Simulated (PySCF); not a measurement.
Computed Raman spectrum (relative Raman activity) of a molecule C2H5FSi2. Geometry optimised at ωB97X-D3(BJ)/def2-SVP. The values are those of a single conformer. Method: ωB97X-D3(BJ)/def2-SVP run with PySCF. Frequencies are harmonic and unscaled.

ν (cm⁻¹): 89 (vw), 157 (w), 294 (vw), 435 (w), 521 (w), 549 (w), 652 (vw), 791 (w), 832 (w), 889 (vw), 915 (vw), 948 (w), 952 (w), 2194 (vs), 2248 (vs), 2257 (s), 2263 (s), 2281 (vs), 3469 (m) (against the strongest line: vs over 80 %, s over 45 %, m over 15 %, w over 4 %, vw less)

### Question
Identify the compound among the candidates.
(A) C#C[Si@@H](F)[SiH3]
(B) FC1=C[SiH2][SiH2]1
(C) F[SiH2]C#C[SiH3]
(D) C#C[SiH2][SiH2]F

### Answer
A, C#C[Si@@H](F)[SiH3]
